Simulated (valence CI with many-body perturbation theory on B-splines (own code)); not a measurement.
Energy levels of Mg6+

Calculated by configuration interaction combined with many-body perturbation theory (CI+MBPT): four valence electrons over a frozen Dirac-Fock core [He], radial functions for each j: 11 s, 11 p, 10 d, 8 f, 5 g, 2 h, with the one-electron correlation potential Σ1, the two-electron term Σ2, the three-electron term Σ3, Breit, model QED; selected CI, second order for the rest, scaled by the run's own slope (own B-spline code, finite nucleus).

Set against measurement, 63 paired levels are off by 196 cm⁻¹ on average, the worst by 708. These come from a selection out of NIST levels in Kelleher and Podobedova, J. Phys. Chem. Ref. Data 37, 267 (2008). Levels without a partner in it may be off by more. Among the levels kept, up to 1300 cm⁻¹ of a level comes from second order outside the variational space, and about a tenth of that is noise between levels of different J, which matters for small intervals. 3 measured levels below the end of the list, from 1357170 cm⁻¹ on, found no clear computed partner, and computed levels of the same name lie up to 108233 cm⁻¹ from them.

Levels 46 to 90 of 192, with energies above the lowest level, 2s2.2p2 3P_0. "Leading %" is the weight of the configuration and term that name the level; weights of strongly mixed levels are sums over their largest components and can fall short. In the jj column 3d3/2^4 stands for four electrons in 3d with j = 3/2.

| No. | Configuration | Term | J | E (cm⁻¹) | Leading % | Leading jj | g |
| --- | --- | --- | --- | --- | --- | --- | --- |
| 46 | 2s2.2p.3d | 3P° | 1 | 1197400 | 91 | 2s^2 2p3/2 3d3/2 (66 %) | 1.469 |
| 47 | 2s2.2p.3d | 3P° | 0 | 1197800 | 94 | 2s^2 2p3/2 3d3/2 (94 %) |  |
| 48 | 2s.2p2.3s | 3P | 0 | 1210800 | 91 | 2s 2p1/2^2 3s (41 %) |  |
| 49 | 2s.2p2.3s | 3P | 1 | 1211800 | 91 | 2s 2p1/2 2p3/2 3s (73 %) | 1.501 |
| 50 | 2s2.2p.3d | 1F° | 3 | 1211900 | 94 | 2s^2 2p3/2 3d3/2 (39 %) | 1.001 |
| 51 | 2s2.2p.3d | 1P° | 1 | 1212900 | 94 | 2s^2 2p3/2 3d5/2 (64 %) | 0.999 |
| 52 | 2s.2p2.3s | 3P | 2 | 1213400 | 91 | 2s 2p3/2^2 3s (55 %) | 1.500 |
| 53 | 2s.2p2.3p | 3S° | 1 | 1235000 | 96 | 2s 2p3/2^2 3p3/2 (30 %) | 2.002 |
| 54 | 2s.2p2.3p | 5D° | 0 | 1240600 | 99 | 2s 2p1/2^2 3p1/2 (38 %) |  |
| 55 | 2s.2p2.3p | 5D° | 1 | 1241000 | 99 | 2s 2p1/2 2p3/2 3p1/2 (41 %) | 1.503 |
| 56 | 2s.2p2.3p | 5D° | 2 | 1241600 | 98 | 2s 2p1/2 2p3/2 3p1/2 (44 %) | 1.503 |
| 57 | 2s.2p2.3p | 5D° | 3 | 1242600 | 99 | 2s 2p1/2 2p3/2 3p3/2 (60 %) | 1.501 |
| 58 | 2s.2p2.3p | 5D° | 4 | 1243800 | 99 | 2s 2p3/2^2 3p3/2 (65 %) | 1.501 |
| 59 | 2s.2p2.3p | 5P° | 1 | 1248300 | 99 | 2s 2p1/2 2p3/2 3p1/2 (43 %) | 2.498 |
| 60 | 2s.2p2.3p | 5P° | 2 | 1248900 | 99 | 2s 2p1/2 2p3/2 3p3/2 (28 %) | 1.833 |
| 61 | 2s.2p2.3p | 5P° | 3 | 1249800 | 99 | 2s 2p1/2 2p3/2 3p3/2 (41 %) | 1.666 |
| 62 | 2s.2p2.3p | 3D° | 1 | 1263700 | 98 | 2s 2p1/2 2p3/2 3p3/2 (48 %) | 0.501 |
| 63 | 2s.2p2.3p | 3D° | 2 | 1264600 | 98 | 2s 2p1/2 2p3/2 3p3/2 (48 %) | 1.168 |
| 64 | 2s.2p2.3p | 3D° | 3 | 1265800 | 98 | 2s 2p3/2^2 3p3/2 (39 %) | 1.334 |
| 65 | 2s.2p2.3p | 5S° | 2 | 1269500 | 98 | 2s 2p1/2 2p3/2 3p3/2 (34 %) | 2.001 |
| 66 | 2s.2p2.3p | 3P° | 0 | 1275300 | 98 | 2s 2p1/2 2p3/2 3p3/2 (68 %) |  |
| 67 | 2s.2p2.3p | 3P° | 1 | 1275600 | 98 | 2s 2p1/2 2p3/2 3p3/2 (37 %) | 1.499 |
| 68 | 2s.2p2.3p | 3P° | 2 | 1276200 | 98 | 2s 2p1/2 2p3/2 3p3/2 (33 %) | 1.500 |
| 69 | 2s.2p2.3s | 3D | 3 | 1285200 | 96 | 2s 2p1/2 2p3/2 3s (63 %) | 1.334 |
| 70 | 2s.2p2.3s | 3D | 2 | 1285300 | 96 | 2s 2p1/2 2p3/2 3s (64 %) | 1.167 |
| 71 | 2s.2p2.3s | 3D | 1 | 1285300 | 96 | 2s 2p1/2 2p3/2 3s (65 %) | 0.498 |
| 72 | 2s.2p2.3d | 5F | 1 | 1305000 | 99 | 2s 2p1/2 2p3/2 3d3/2 (41 %) | 0.001 |
| 73 | 2s.2p2.3s | 1D | 2 | 1305300 | 96 | 2s 2p1/2 2p3/2 3s (64 %) | 1.000 |
| 74 | 2s.2p2.3d | 5F | 2 | 1305400 | 99 | 2s 2p1/2 2p3/2 3d3/2 (49 %) | 1.002 |
| 75 | 2s.2p2.3d | 5F | 3 | 1305900 | 98 | 2s 2p1/2 2p3/2 3d3/2 (41 %) | 1.252 |
| 76 | 2s.2p2.3d | 5F | 4 | 1306600 | 98 | 2s 2p1/2 2p3/2 3d5/2 (55 %) | 1.351 |
| 77 | 2s.2p2.3d | 5F | 5 | 1307500 | 99 | 2s 2p3/2^2 3d5/2 (65 %) | 1.400 |
| 78 | 2s.2p2.3d | 5D | 0 | 1315100 | 99 | 2s 2p1/2 2p3/2 3d3/2 (83 %) |  |
| 79 | 2s.2p2.3d | 5D | 1 | 1315100 | 98 | 2s 2p1/2 2p3/2 3d3/2 (60 %) | 1.503 |
| 80 | 2s.2p2.3d | 5D | 2 | 1315300 | 97 | 2s 2p1/2 2p3/2 3d3/2 (30 %) | 1.503 |
| 81 | 2s.2p2.3d | 5D | 3 | 1315500 | 96 | 2s 2p1/2 2p3/2 3d5/2 (25 %) | 1.502 |
| 82 | 2s.2p2.3d | 5D | 4 | 1316000 | 98 | 2s 2p1/2 2p3/2 3d5/2 (50 %) | 1.499 |
| 83 | 2s.2p2.3d | 5P | 3 | 1322400 | 96 | 2s 2p1/2 2p3/2 3d5/2 (46 %) | 1.664 |
| 84 | 2s.2p2.3d | 5P | 2 | 1323000 | 95 | 2s 2p3/2^2 3d3/2 (33 %) | 1.826 |
| 85 | 2s.2p2.3d | 5P | 1 | 1323400 | 97 | 2s 2p3/2^2 3d3/2 (52 %) | 2.494 |
| 86 | 2s.2p2.3d | 3P | 2 | 1324700 | 96 | 2s 2p1/2 2p3/2 3d5/2 (35 %) | 1.504 |
| 87 | 2s.2p2.3d | 3P | 1 | 1325800 | 97 | 2s 2p3/2^2 3d5/2 (44 %) | 1.503 |
| 88 | 2s.2p2.3d | 3P | 0 | 1326300 | 98 | 2s 2p3/2^2 3d5/2 (65 %) |  |
| 89 | 2s.2p2.3d | 3F | 2 | 1333000 | 99 | 2s 2p1/2 2p3/2 3d5/2 (47 %) | 0.666 |
| 90 | 2s.2p2.3d | 3F | 3 | 1333900 | 98 | 2s 2p1/2 2p3/2 3d5/2 (39 %) | 1.084 |
